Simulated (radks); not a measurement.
Species: V2+. Configuration: [Ar] 3d2 5f1 (not the ground configuration). All-electron calculation, non-relativistic Kohn-Sham, PBEsol, spin-polarised, spherical densities, point nucleus; open shells are filled with parallel spins first. Program: a radial shooting solver on a logarithmic mesh with Libxc functionals.

Unscreened Slater integrals over Kohn-Sham orbitals (cm^-1). They are taken over the spin-up orbitals.

integral,value
"F0(5f,5f)",19947
"F2(5f,5f)",10119
"F4(5f,5f)",7016.6
"F6(5f,5f)",5404.1
"F0(5f,3d)",28832
"F2(5f,3d)",2551.7
"F4(5f,3d)",933.86
"G1(5f,3d)",1234.2
"G3(5f,3d)",710.10
"G5(5f,3d)",487.11
"F0(5f,3p)",28885
"F2(5f,3p)",1934.2
"G2(5f,3p)",412.39
"G4(5f,3p)",265.97
"F0(5f,3s)",28894
"G3(5f,3s)",241.36
"F0(3d,3d)",172400
"F2(3d,3d)",81333
"F4(3d,3d)",50921
"F0(3d,3p)",184180
"F2(3d,3p)",88323
"G1(3d,3p)",109770
"G3(3d,3p)",66764
"F0(3d,3s)",188410
"G2(3d,3s)",83734
"F0(3p,3p)",199050
"F2(3p,3p)",100140
"F0(3p,3s)",203900
"G1(3p,3s)",135640
"F0(3s,3s)",209220

Derived for the open shells (J is the average intra-shell exchange parameter used in DFT+U). 3d: Racah B = F2/49 - 5 F4/441 = 1083 cm^-1, C = 35 F4/441 = 4041 cm^-1, C/B = 3.73, F4/F2 = 0.626, J = (F2 + F4)/14 = 9447 cm^-1. 5f: F4/F2 = 0.693, F6/F2 = 0.534, J = (286 F2 + 195 F4 + 250 F6)/6435 = 872.3 cm^-1.
